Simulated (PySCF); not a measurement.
Species: B3H6N.
Numbering: `[BH2:1][N:2]([BH2:3])[BH2:4]` (hydrogens: H5, H6 on B1; H7, H8 on B3; H9, H10 on B4)

Geometry (PBE0-D3(BJ)/def2-SVP, Å), atoms numbered from 1 in this order:
```
atom  x, y, z in Å
B1    -0.6575    1.2418    0.3281
N2     0.0041   -0.0015    0.0069
B3    -0.6668   -0.9868   -0.8092
B4     1.3415   -0.2546    0.4901
H5    -1.7748    1.4386   -0.0823
H6    -0.0818    2.0620    1.0000
H7    -1.7837   -0.7633   -1.2081
H8    -0.0986   -2.0163   -1.0793
H9     1.8936    0.5786    1.1660
H10    1.8834   -1.2959    0.2105
```

Method: core-valence-separated Tamm–Dancoff BHandHLYP/aug-pcX-1 (pcseg-1 on H) in PySCF, non-relativistic, gas phase, PBE0-D3(BJ)/def2-SVP geometry.

Computed boron K-edge spectrum, Gaussian lines of 0.3 eV full width, highest printed point 100; it ends one width below the last computed root. No shift to experiment was applied.

| photon energy (eV) | absorption |
| --- | --- |
| 185.8 | 2 |
| 185.9 | 14 |
| 186.0 | 50 |
| 186.1 | 96 |
| 186.2 | 100 |
| 186.3 | 56 |
| 186.4 | 17 |
| 186.5 | 3 |
| 186.6 | 0 |
| 186.7 | 0 |
| 186.8 | 0 |
| 186.9 | 0 |
| 187.0 | 0 |
| 187.1 | 0 |
| 187.2 | 0 |
| 187.3 | 0 |
| 187.4 | 0 |
| 187.5 | 0 |
| 187.6 | 0 |
| 187.7 | 0 |
| 187.8 | 0 |
| 187.9 | 0 |
| 188.0 | 0 |
| 188.1 | 0 |
| 188.2 | 0 |
| 188.3 | 0 |
| 188.4 | 0 |
| 188.5 | 0 |
| 188.6 | 0 |
| 188.7 | 0 |
| 188.8 | 0 |
| 188.9 | 0 |
| 189.0 | 0 |
| 189.1 | 0 |
| 189.2 | 0 |
| 189.3 | 0 |
| 189.4 | 0 |
| 189.5 | 0 |
| 189.6 | 0 |
| 189.7 | 0 |
| 189.8 | 0 |
| 189.9 | 0 |
| 190.0 | 0 |
| 190.1 | 0 |
| 190.2 | 0 |
| 190.3 | 0 |
| 190.4 | 0 |
| 190.5 | 0 |
| 190.6 | 0 |
| 190.7 | 0 |
| 190.8 | 0 |
| 190.9 | 0 |
| 191.0 | 0 |
| 191.1 | 0 |
| 191.2 | 0 |
| 191.3 | 1 |
| 191.4 | 4 |
| 191.5 | 8 |
| 191.6 | 9 |
| 191.7 | 7 |
| 191.8 | 7 |

**Question.** Assign the maxima to core holes.

**Answer.** 2 maxima:
- 186.2 eV: B1/B3/B4 (three-coordinate boron), 186.16 eV, f = 0.260, sum of 3, 100 % of the height at the exact maximum
- 191.6 eV: B1/B3/B4 (three-coordinate boron), 191.57 eV, f = 0.023, sum of 3, 99 % of the height at the exact maximum

Roots within 0.03 eV on the same or equivalent atoms count as one line; shares under 12 % aren't listed.

Vibrational structure and lifetime widths aren't in the curve. The ionisation threshold wasn't computed; near and above it a finite basis only mimics Rydberg series and continuum.
